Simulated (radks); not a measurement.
Question: All-electron atom: the lanthanum ion La27+ in [Ar] 3d10 4s2. Method: scalar-relativistic Kohn-Sham, PBE, spin-polarised, spherical densities, point nucleus; computed with a radial shooting solver on a logarithmic mesh with Libxc functionals. Some entries of the table are withheld. Estimate them.

| orbital | occ. | eigenvalue (hartree) | <r^2> (bohr^2) |
|---|---|---|---|
| 1s | 2 | -1457.602 | (1) |
| 2s | 2 | -259.3355 | 0.01356 |
| 2p | 6 | -235.9565 | (2) |
| 3s | 2 | -79.15083 | 0.09000 |
| 3p | 6 | (3) | (4) |
| 3d | 10 | -61.12928 | 0.07490 |
| 4s | 2 | (5) | 0.3765 |
| 4p | 0 | -33.42106 | 0.3971 |
| 5s | 0 | -20.83066 | 1.088 |

Answer: 
(1) 1s <r^2> (bohr^2): 0.0008535
(2) 2p <r^2> (bohr^2): 0.01079
(3) 3p eigenvalue (hartree): -71.66283
(4) 3p <r^2> (bohr^2): 0.08922
(5) 4s eigenvalue (hartree): -36.19568
